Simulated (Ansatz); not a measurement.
Start from `B[SiH2]N[SiH3]` and change one atom or group to get `[SiH3]N[SiH2]S`.

Ansatz, PBE0-D4/def2-TZVP geometries, multiplicity 1. Each molecule was computed in one conformer, which needn't be the lowest.

```csv
property,`B[SiH2]N[SiH3]`
LUMO energy (PBE/def2-TZVPP) / eV,-3.45
HOMO energy (PBE0/def2-TZVPP) / eV,-7.36
LUMO energy (ωB97M-V/def2-TZVPP) / eV,-0.47
HOMO–LUMO gap (PBE/def2-TZVPP) / eV,2.62
HOMO energy (ωB97M-V/def2-TZVPP) / eV,-9.62
LUMO energy (PBE0/def2-TZVPP) / eV,-2.43
```

(1) What does the change do to each property? (Estimate.)

## Answers

(1) Computed: 
| property | `[SiH3]N[SiH2]S` | shift |
| --- | --- | --- |
| LUMO energy (PBE/def2-TZVPP) / eV | -0.83 | 2.62 |
| HOMO energy (PBE0/def2-TZVPP) / eV | -7.41 | -0.05 |
| LUMO energy (ωB97M-V/def2-TZVPP) / eV | 1.60 | 2.07 |
| HOMO–LUMO gap (PBE/def2-TZVPP) / eV | 5.34 | 2.72 |
| HOMO energy (ωB97M-V/def2-TZVPP) / eV | -9.62 | 0.00 |
| LUMO energy (PBE0/def2-TZVPP) / eV | 0.00 | 2.43 |

With PBE0 the HOMO falls by 0.05 eV and the LUMO rises by 2.43 eV, so the gap widens by about 2.48 eV. PBE moves the HOMO by -0.09 eV and ωB97M-V by 0.00 eV.
